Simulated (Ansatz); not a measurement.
CH5NSn, SMILES `N=[CH][SnH3]`. Charge 0, multiplicity 1. Sn takes the def2 core potential. All single points use the PBE0-D4/def2-TZVP geometry. It is one conformer, not always the lowest.

```xyz
8

N    -1.267    0.958   -0.906
C    -0.592    0.733    0.139
Sn    0.840   -0.881    0.115
H    -1.912    1.743   -0.779
H    -0.707    1.327    1.058
H     0.820   -1.603   -1.424
H     0.425   -2.017    1.323
H     2.392   -0.260    0.474
```

What is the dipole moment at PBE/def2-TZVPP? (Estimate.)

Computed: 1.70 D, with components (-0.20, 0.94, 1.41) D in this frame, pointing from negative to positive charge.

And with r2SCAN, B3LYP, ωB97M-V? (An estimate is asked.)

Computed: r2SCAN 1.74 D, B3LYP 1.75 D, ωB97M-V 1.75 D.

Give the Mulliken charges with PBE, r2SCAN, ωB97M-V in def2-TZVPP. (Best estimate.)

Ansatz gave: 
| atom | PBE | r2SCAN | ωB97M-V |
| --- | --- | --- | --- |
| N1 | -0.22 | -0.28 | -0.22 |
| C2 | -0.24 | -0.17 | -0.24 |
| Sn3 | 0.59 | 0.62 | 0.52 |
| H4 | 0.16 | 0.16 | 0.12 |
| H5 | 0.06 | 0.04 | 0.09 |
| H6 | -0.11 | -0.11 | -0.08 |
| H7 | -0.12 | -0.13 | -0.09 |
| H8 | -0.12 | -0.13 | -0.09 |

B3LYP here is the variant with VWN-RPA as its local correlation; programs differ in this.
